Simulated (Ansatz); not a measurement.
A structure relaxed at PBE-D4/def2-SVP in Ansatz, charge 1, doublet:

```
atom   x (Å)   y (Å)   z (Å)
 Cu1   0.005  -0.860  -0.772
 Cu2   1.510   0.693   0.505
 Cu3  -1.270   0.506  -2.333
 Cu4  -0.751  -0.276   1.547
 Te5   1.302  -1.706   1.248
 Te6  -0.795   1.643  -0.196
```

Task: Give its formula and point group.

Result: the cluster Cu₄Te₂⁺. Point group Cs (tolerance 0.1 Å).

Task: Summarise the bond lengths by kind (pairs closer than 1.2 times the sum of covalent radii, bridged metal pairs left out).

Result: 7 × Cu–Te 2.47 to 2.69 Å.

In the def2 sets Te takes a core potential; there is no spin–orbit coupling. The relaxation made no stability test and no search for a lower SCF solution. No other spin state of charge 1 was run. Another isomer (doublet) lies 0.46 eV lower at PBE0-D4/def2-SVP; other spin states weren't run for this one.
